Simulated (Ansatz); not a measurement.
System: YF2, charge 0, multiplicity 2. SMILES of the parent species: [F][Y][F]
Geometry: optimised at B3LYP-D3(BJ)/def2-TZVP (Ansatz, a program for electronic structure).

Wanted: size of the dipole moment, in D. Terms: LANL2DZ with its own core potentials from Na on; open shells spin-unrestricted; def2 sets with scalar-relativistic core potentials past Kr; 6-31G* and kin with 6d, 5d where marked; STO-3G and 3-21G all-electron and non-relativistic; spin-orbit terms left out; dispersion terms only where a functional's name holds one. First-principles rows: single points at B3LYP-D3(BJ) geometries (Ansatz). The spin state of an ion or metal species was assumed, not searched.

```
level                              program  size of the dipole moment (D)
---------------------------------  -------  -----------------------------
PBE/STO-3G                          Ansatz                           2.13
PBE/LANL2DZ                         Ansatz                           3.11
PBE/def2-SVP                        Ansatz                           2.88
PBE/6-31G* with LANL2DZ past Ar     Ansatz                           2.38
B3LYP/3-21G                         Ansatz                           1.93
B3LYP/LANL2DZ                       Ansatz                           3.40
B3LYP/def2-SVP                      Ansatz                           3.11
B3LYP/6-31G* with LANL2DZ past Ar   Ansatz                           2.64
PBE0/6-31G* with LANL2DZ past Ar    Ansatz                           2.57
```

No value to compare with is used here. The 9 habitual levels span 1.93 (B3LYP/3-21G) to 3.40 D (B3LYP/LANL2DZ).

The levels are drawn from those run, B3LYP/6-31G* more often than the rest, none by its result; runs whose electronic state is in doubt are left out.
